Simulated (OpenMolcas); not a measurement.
# Rh+: effect of correlating more closed shells

```
Program             : OpenMolcas
Basis               : ANO-RCC-VTZP [7s6p4d2f1g]
Scalar Hamiltonian  : DKH2, point nucleus
Active space        : 8 electrons in 6 orbitals (4d 5s)
State averaging     : 2S+1 = 3 even, 55 roots; 2S+1 = 5 even, 10 roots kept (CI in the orbitals of an earlier block); 2S+1 = 1 even, 43 roots kept (CI in the orbitals of an earlier block)
Spin-orbit coupling : state interaction with AMFI integrals over the reference wave functions, term energies averaged over their components
```

Methods on the same reference wave functions:
A. CASSCF
B. MS-CASPT2, IPEA 0.25 Eh, imaginary shift 0.1 Eh (closed shells correlated: none)
C. MS-CASPT2, IPEA 0.25 Eh, imaginary shift 0.1 Eh (closed shells correlated: 4s 4p)

Energies in cm⁻¹ above 4d⁸ ³F₄, the measured ground level; measured values from NIST Handbook of Basic Atomic Spectroscopic Data.

```
               Level      A      B      C  Measured
             4d⁸ ³F₄    0.0    0.0    0.0       0.0
             4d⁸ ³F₃   2488   2510   2520      2401
             4d⁸ ³F₂   3878   3710   3620      3581
          4d⁷ 5s ⁵F₅   6317  16510  14250     16885
          4d⁷ 5s ⁵F₄   7894  18070  15820     18540
          4d⁷ 5s ⁵F₃   9103  19280  17030     19792
          4d⁷ 5s ⁵F₂   9949  20120  17870     20647
          4d⁷ 5s ⁵F₁  10485  20640  18390     21180
      4d⁸ ³P₂ [54 %]  10902   7790   7310          
             4d⁸ ³P₁  13617   9960   9550     10515
             4d⁸ ³P₀  14003  10220   9820     10761
      4d⁸ ¹D₂ [53 %]  14258  11570  10860          
       4d⁷ 5s ³F₄(1)  16767  24130  22300     25377
             4d⁸ ¹G₄  18495  15550  14090     14855
       4d⁷ 5s ³F₃(1)  19041  26200  24390     27439
       4d⁷ 5s ³F₂(1)  20431  27490  25670     28835
          4d⁷ 5s ⁵P₃  20898  27930  25560          
          4d⁷ 5s ⁵P₂  21469  28330  25910          
          4d⁷ 5s ⁵P₁  22258  29180  26770          
          4d⁷ 5s ³G₅  23870  32480  29500          
          4d⁷ 5s ³G₄  24769  33270  30310          
          4d⁷ 5s ³G₃  25868  34440  31500          
4d⁷ 5s ³P₂(1) [63 %]  29117  34410  32080          
       4d⁷ 5s ³P₀(2)  31084  35990  33490
```

Deviations, from unrounded energies. A percentage is the sum of absolute deviations over the sum of measured energies, with the sign that they share, or ± where signs differ.

```json
{"Against measurement": "mean absolute deviation (cm-1)", "Levels": "13", "A": "6900", "B": "640", "C": "2000"}
{"Against measurement": "fine structure of the ground term (%)", "Levels": "2", "A": "+6.4", "B": "+4.1", "C": "+2.7"}
{"Against measurement": "other terms of the ground configuration (%)", "Levels": "3", "A": "+27.6", "B": "±4.9", "C": "-7.4"}
{"Against measurement": "other configurations (%)", "Levels": "8", "A": "-44.0", "B": "-3.5", "C": "-12.9"}
```

B lies closest to measurement on these levels and A furthest from it. The largest miss of B in the table is 4d⁷ 5s ³F₂(1), by -1300 cm-1. The ranking rests on the paired levels alone, and a cruder setting can come out closer through cancelling errors.

Between B and C the level of the table that moves most is 4d⁷ 5s ³G₅, by 3000 cm-1 (lowest in C, highest in B). Moves below CASPT2's spread within the term are not significant.

The mean deviations of B to C differ by less than CASPT2's widest spread within a term (1900 cm-1), so their order carries little weight.

From A to B the spin-free energies of the other terms of 4d⁸ shown, above ³F, scale by factors of 0.67 to 0.83.

The lowest spin-free term lies below A's lowest term by 0.245 hartree in B, 0.552 hartree in C.

What an inner shell adds also hangs on whether the basis holds functions to correlate it.

CASPT2 breaks the degeneracy within a term, and the mean is taken; among the terms shown or strongly mixed into the levels shown the widest spread is 1900 cm-1 (4d⁸ ¹G, C). Terms from blocks run as CI alone lack orbitals of their own. A single d shell beside an s shell can misplace configurations of different d count against each other. Without dynamic correlation excited terms often stand tens of per cent too high (terms of higher spin than the ground term too low), and those without a measured partner can miss by more than the paired ones (holds for A). Some levels mix across a computed gap that differs much from the measured one, so their mixing is not that of the real levels (holds for A). Computed and measured levels are paired by configuration, term and J; levels that our copy of the source lacks, or whose pairing is in doubt (as where it misses far off the trend of its configuration), stay unpaired and out of the deviations. Levels of configurations outside the active space are missing. Levels that lie high or do not pair safely by name in every column are left out.

A share in square brackets marks a mixed level and gives the weight of the term that names it, the lowest over the columns. A number in round brackets counts repeated terms of one configuration in the order of the reference energies.
